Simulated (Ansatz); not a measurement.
Basis-set extrapolation for C3H8AlCl (`C[CH](C)[AlH][Cl]`) (PBE0-D4/def2-TZVP geometry, frozen core, Ansatz). Multiplicity 1, RHF reference.

|  | def2-TZVPP | def2-QZVPP |
| --- | --- | --- |
| HF | -819.812651 | -819.838054 |
| MP2 correlation | -0.797508 | -0.856360 |
| CCSD(T) correlation | -0.892017 | not run |

Energies in hartree. Use E(X) = E(∞) + A·exp(−7.88·√X) for Hartree–Fock and E(X) = E(∞) + B·X^(−2.97) for correlation, with X = 3 and 4, and add CCSD(T) minus MP2 of the smaller set to the MP2 limit.

Problem. What is the CCSD(T) energy at the basis-set limit?

Solution. HF limit: -819.838054 + (-0.025403) × 0.13774 = -819.84155. MP2 limit: -0.856360 + (-0.058852) × 0.74074 = -0.89995. Higher-order term: -0.892017 − (-0.797508) = -0.09451. Total: -820.83601 hartree, 344.8 kJ/mol below CCSD(T)/def2-TZVPP.
